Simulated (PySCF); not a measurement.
A structure optimised at PBE-D3(BJ)/def2-SVP, used in a PySCF frequency run:

```
O
C 1 1.4173
H 2 1.1126 1 112.72
H 2 1.1126 3 110.09 1 126.79
C 1 1.4173 2 102.54 3 -117.31
H 5 1.1126 1 112.72 2 117.31
H 5 1.1126 6 110.09 1 -126.79
Se 2 2.0031 3 112.72 4 126.80
```

Write its SMILES, formula and point group.

C1OC[Se]1, C2H4OSe, C2v

What are its rotational constants (standard atomic weights)?

11.266, 4.0618, 3.1086 GHz
